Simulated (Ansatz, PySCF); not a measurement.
Gas-phase reaction in SMILES: [Cl][Sb]([Cl])[Cl] -> [Cl][Sb][Cl] + Cl atom (the Cl-Sb bond at the site shown breaks; other sites are not compared here)
Each molecule is optimised on its own at B3LYP-D3(BJ)/def2-TZVP (Ansatz, an electronic-structure program). Frequencies are from Ansatz or PySCF.

Quantity: bond dissociation energy (enthalpy at 298 K, with B3LYP-D3(BJ) rigid-rotor harmonic-oscillator terms), in kJ/mol. Cores are frozen in the correlated levels unless marked. Open shells are spin-unrestricted. Spin-orbit coupling is left out. Frozen are the shells of the preceding noble gas and the d and f shells that filled before the atom's block. In def2 rows, elements after Kr have scalar-relativistic effective core potentials. CBS(X,Y): correlation extrapolated as X^-3; Hartree-Fock from the larger set. [CCSD(T)-MP2]/basis is that difference in the basis named.

| level | program | bond dissociation energy (kJ/mol) |
|---|---|---|
| HF/def2-SVPD | Ansatz | 193.7 |

Task: Estimate the value at RI-MP2/CBS(def2-TZVPPD,def2-QZVPPD)+[CCSD(T)-MP2]/def2-TZVPPD as computed with Ansatz.

Result: 335.4 kJ/mol, so HF/def2-SVPD differs from it by -141.7 kJ/mol.
